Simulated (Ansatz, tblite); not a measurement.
Forces on WO2F2 at its PBE-D4/def2-SVP geometry. The state is a singlet with charge 0.

In the def2 sets W takes a core potential; there is no spin–orbit coupling. The xTB rows come from tblite. LC-ωPBE has ω = 0.4 bohr⁻¹.

GFN1-xTB (tblite), largest force 2.24 eV/Å:

```xyz
5
positions Å, forces eV/Å
W     0.003    0.014   -0.014   -0.042   -0.175    0.183
O     0.592   -1.596    0.034   -0.404    1.521   -0.303
O    -0.921    0.210    1.416    0.788    0.098   -1.392
F    -1.137    0.187   -1.490    1.437   -0.104    1.710
F     1.462    1.185    0.053   -1.780   -1.340   -0.199
```

GFN2-xTB (tblite), largest force 1.68 eV/Å:

```
W -0.272 -1.145 1.199
O -0.224 0.965 -0.247
O 0.482 0.122 -0.892
F 0.398 0.179 0.202
F -0.384 -0.121 -0.262
```

LC-ωPBE/def2-TZVP (Ansatz), largest force 2.22 eV/Å:

```
W -0.359 -1.512 1.583
O -0.678 2.060 -0.191
O 1.141 -0.110 -1.852
F 0.588 0.027 0.610
F -0.693 -0.465 -0.151
```
